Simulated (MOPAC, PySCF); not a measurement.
H$_{2}$S$_{2}$, SMILES `SS` (H–S–S–H torsion 90°), neutral singlet in the gas phase. 

Cartesian coordinates (Å):
SMILES: SS
```xyz
4

S      0.9096     0.4670     0.4981
S     -0.9117     0.4717    -0.4898
H      1.5379    -0.4643    -0.2461
H     -1.5358    -0.4755     0.2377
```
Charge 0, spin multiplicity 1.

All levels are single points at this geometry (B3LYP-D3(BJ)/def2-TZVP); Pople sets use spherical d functions. Orbital energies aren't observables, and empty levels follow the basis.

B3LYP-D3(BJ)/def2-TZVP in PySCF gives HOMO (eV) = -7.28.

Q: Estimate the HOMO (eV) from each of these levels: M06-2X/6-31G* in PySCF; PBE/6-31G* in PySCF; HF/6-31G* in PySCF; AM1 in MOPAC; PM6 in MOPAC.

A: 
| level | HOMO (eV) |
|---|---|
| M06-2X/6-31G* in PySCF | -8.74 |
| PBE/6-31G* in PySCF | -6.28 |
| HF/6-31G* in PySCF | -10.52 |
| AM1 in MOPAC | -9.78 |
| PM6 in MOPAC | -9.59 |
